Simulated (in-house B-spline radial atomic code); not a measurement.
Results of a calculation; reference values are marked as such.
C6 from the polarisability at imaginary frequency: K⁺

PBEsol linear response of the closed shell [Ne] 3s2 3p6, from an all-electron radial atomic-structure program (B-spline basis); non-relativistic, point nucleus, no spin-orbit coupling.

The dispersion coefficient of two like species is C6 = (3/π) ∫ α(iu)² du from 0 to ∞.

| u (hartree) | α(iu) (bohr³) |
| --- | --- |
| 0 | 5.723 |
| 0.0849 | 5.677 |
| 0.198 | 5.483 |
| 0.339 | 5.079 |
| 0.566 | 4.259 |
| 0.849 | 3.276 |
| 1.27 | 2.205 |
| 1.98 | 1.233 |
| 2.83 | 0.7161 |
| 4.24 | 0.3724 |
| 7.07 | 0.1612 |
| 14.1 | 0.05282 |

Q: Fit one oscillator, α(iu) = α(0)/(1 + u²/ω²), through u = 1.98 and estimate C6.

A: From α(0)/α(iu) − 1 = 5.723/1.233 − 1 = 3.6415, ω = u/√3.6415 = 1.0376 hartree (28.2 eV). London's formula gives C6 = (3/4) α(0)² ω = 0.75 × 5.723² × 1.0376 = 25.49 hartree·bohr⁶, and the oscillator holds f = α(0) ω² = 6.16 electrons, of a sum of oscillator strengths of 18.0.

Q: How does that compare with the full integral?

A: The program's quadrature over all excitations gives C6 = 24.61, so the single oscillator is off by +3.6 %. At the last point the fit gives α = 0.0308 against 0.0528: higher excitations, and deeper shells where there are any, keep the true curve higher at large u.
